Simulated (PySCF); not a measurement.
## Polarisability and C₆ of Tl⁺ (thallium, charge +1)

[Xe] 4f14 5d10 6s2, closed-shell 1S. Calculation: PySCF 2.14, in aug-cc-pVQZ-PP with one added diffuse shell each of s, p, d, f, g type with ECP60MDF (8s8p6d4f3g, 117 functions); scalar relativity through the core potential. Coupled (time-dependent) response in atomic units; α is the mean over directions.

```csv
method,mean α (bohr³),C₆ (like pair),S(−4)
UHF,24.05,192.0,192.7
PBE,19.99,159.4,115.6
PBE0,20.70,164.8,127.8
```

S(−4) is the Cauchy moment in α(ω) = α(0) + S(−4) ω² + …

α(iu) at PBE:

```
u (hartree)  α(iu) (bohr³)
          0          19.99
     0.0500          19.71
      0.100          18.92
      0.200          16.48
      0.300          13.86
      0.500          9.899
      0.750          7.016
       1.00          5.324
       1.50          3.439
       2.00          2.415
       3.00          1.364
       5.00         0.5896
```

A single London oscillator, α(iu) = α/(1 + u²/ω²), gives C₆ = (3/4) ω α². Matching the computed C₆ needs ω = 4 × 159.4 / (3 × 19.99²) = 0.532 hartree.

For an ion, C₆ is the dispersion term alone; charge-induced terms of lower order in 1/R come first.

Energies and moments cover only the electrons outside the core potential. Spin-orbit coupling, which splits the p, d and f shells strongly at this Z, is absent.
